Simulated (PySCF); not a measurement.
# Ionising SnO

RHF; Sn aug-cc-pVDZ-PP with ECP28, O aug-cc-pVDZ; scalar-relativistic core potentials (PySCF 2.14). Neutral (RHF): singlet (closed shell), Re = 1.807 Å, ωe = 942 cm⁻¹, De = 1.58 eV, HOMO -10.48 eV, LUMO 0.05 eV.

SnO⁺ (UHF): doublet (π ↑), Re = 1.974 Å, ωe = 678 cm⁻¹, De = 1.22 eV to Sn⁺ + O. The energies at the minima are -288.19005 hartree for SnO and -287.92493 for SnO⁺.

(1) Work out the adiabatic ionisation energy, without and with harmonic zero-point energies (1 hartree = 27.2114 eV, 1 eV = 8065.5 cm⁻¹), and the change of the bond length.

Spin–orbit coupling is left out, which matters for elements this heavy, above all for dissociation energies. For an ion De counts to the pair picked by the measured ionisation energies or electron affinities, which need not be the lowest pair at this level. Where the molecule has an RHF reference, its open-shell atoms are computed with UHF. Hartree–Fock leaves out correlation, which carries a large part of most bond energies and some tenths to 1 eV of ionisation energies. States were picked by a PBE0 search and need not be the measured ground states.

Neutral and ion stand on different kinds of reference determinant, which adds to the error of the difference.

## Answers

(1) At HF: 0.26512 hartree = 7.214 eV between the minima; the zero-point term (678.0 − 942.0)/2 cm⁻¹ = -0.016 eV makes it 7.198 eV. Re changes by +16.7 pm against the neutral. Minus the HOMO energy is 10.48 eV, +3.27 eV from the value between the minima; Hartree–Fock orbital energies leave out relaxation and correlation. The electron leaves a π orbital; in so polar a molecule the change of length follows mostly from the change of the ionic charges.
